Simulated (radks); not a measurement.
The numbers below are computed, except where a source is named.
Species: Gd+. Configuration: [Xe] 4f7 5d1 6s1 (the NIST ground configuration).

Code: a radial shooting solver on a logarithmic mesh with Libxc functionals. Model: scalar-relativistic Kohn-Sham, PBE, spin-polarised, spherical densities, finite nucleus; open shells are filled with parallel spins first (spin-orbit coupling, left out, can overturn this in heavy ions); Fermi nuclear charge, rms radius 5.1569 fm.

Energy parts (Ry):
| part | energy |
|---|---|
| total | -22540.7965 |
| kinetic | 24200.5178 |
| electron-nucleus | -54955.7816 |
| Hartree | 8712.0686 |
| exchange-correlation | -497.6013 |

Orbitals (lengths in bohr, moments of r in powers of bohr; <r^-3> diverges for s and p1/2; r(max) is where P^2 peaks; r(90%) holds 90 % of the orbital's charge):
| orbital | occ. | eigenvalue (Ry) | <r^-3> | <r^4> | r(90%) | r(max) |
|---|---|---|---|---|---|---|
| 1s up | 1 | -3682.315 | - | 1.141e-06 | 0.0396 | 0.01392 |
| 1s down | 1 | -3682.314 | - | 1.141e-06 | 0.0396 | 0.01392 |
| 2s up | 1 | -608.3397 | - | 0.0001815 | 0.144 | 0.07901 |
| 2s down | 1 | -608.3336 | - | 0.0001815 | 0.144 | 0.07901 |
| 2p up | 3 | -541.4475 | 11420 | 0.0001356 | 0.134 | 0.06395 |
| 2p down | 3 | -541.4429 | 11420 | 0.0001356 | 0.134 | 0.06395 |
| 3s up | 1 | -135.2463 | - | 0.007039 | 0.359 | 0.2243 |
| 3s down | 1 | -135.0530 | - | 0.007011 | 0.358 | 0.2242 |
| 3p up | 3 | -114.5178 | 2394 | 0.007383 | 0.364 | 0.2201 |
| 3p down | 3 | -114.3253 | 2400 | 0.007348 | 0.363 | 0.2200 |
| 3d up | 5 | -87.12153 | 322.9 | 0.005900 | 0.345 | 0.1801 |
| 3d down | 5 | -86.97307 | 323.7 | 0.005860 | 0.344 | 0.1800 |
| 4s up | 1 | -27.74770 | - | 0.1730 | 0.794 | 0.5157 |
| 4s down | 1 | -27.29479 | - | 0.1731 | 0.794 | 0.5155 |
| 4p up | 3 | -20.91450 | 534.8 | 0.2267 | 0.851 | 0.5382 |
| 4p down | 3 | -20.46471 | 533.9 | 0.2272 | 0.851 | 0.5380 |
| 4d up | 5 | -11.45831 | 60.37 | 0.3573 | 0.955 | 0.5591 |
| 4d down | 5 | -11.01225 | 60.14 | 0.3617 | 0.957 | 0.5588 |
| 4f up | 7 | -1.23278 | 8.177 | 2.507 | 1.46 | 0.5666 |
| 4f down | 0 | -0.82899 | 7.814 | 3.631 | 1.56 | 0.5693 |
| 5s up | 1 | -4.20525 | - | 5.804 | 1.91 | 1.192 |
| 5s down | 1 | -3.94683 | - | 6.150 | 1.94 | 1.205 |
| 5p up | 3 | -2.53709 | 74.36 | 11.59 | 2.27 | 1.349 |
| 5p down | 3 | -2.32817 | 70.00 | 12.45 | 2.31 | 1.368 |
| 5d up | 1 | -0.66374 | 3.465 | 106.2 | 3.96 | 1.911 |
| 5d down | 0 | -0.52380 | 3.167 | 116.7 | 4.05 | 1.955 |
| 6s up | 1 | -0.72000 | - | 313.8 | 5.20 | 3.173 |

The highest occupied level is 5d up at -9.031 eV. The configuration is held as typed, so some empty levels lie below it. The density falls to 0.001 e/bohr^3 at r = 4.55 bohr. The electron density at the nucleus is 6.582e+05 e/bohr^3 (large components only). Summed over all electrons, <r^2> = 58.28 bohr^2, which gives a Langevin (diamagnetic) susceptibility term of -46.2 x 10^-6 cm^3/mol. The spin density at the nucleus is 35.45 e/bohr^3 (1s 0.14, 2s -1.03, 3s -16.60, 4s 2.48, 5s 14.29, 6s 36.16).
